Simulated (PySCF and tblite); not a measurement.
Values are calculated unless marked as measured or tabulated.
System: C6H10Ge, numbered as in [CH3:1][C:2]1=[CH:3][C@@H:4]([GeH3:5])[CH:6]=[CH:7]1.

For the shift of Ge5 from C4 to C6: electronic barrier 13.14 kcal/mol, zero-point change -0.85 kcal/mol, thermal and entropy terms at 200 K a further 0.24 kcal/mol (symmetry numbers apart). The minimum is C1, the saddle Cs. The path came from a restrained scan, a climbing-image band and a saddle search at GFN2-xTB; energies are PBE0/pcSseg-1 + D3(BJ)//B3LYP-D3(BJ)/def2-SVP, thermal terms GFN2-xTB. Rates follow Eyring's equation with the number of equivalent paths and no tunnelling. Programs: tblite and PySCF.

(1) How many equivalent paths lead out of the minimum?

(2) Work out the rate at 200 K.

Spin–orbit effects of heavy atoms on shieldings are missing.

## Answers

(1) 1: the symmetry number of the minimum is 1, that of the saddle displaced along its mode 1.

(2) ΔG‡ = 12.53 kcal/mol; k_B T/h = 4.2×10¹² s⁻¹; exp(−ΔG‡/RT) = 2×10⁻¹⁴; times 1 gives k = 0.084 s⁻¹. Wigner's tunnelling factor for the 301i cm⁻¹ mode would be 1.20.
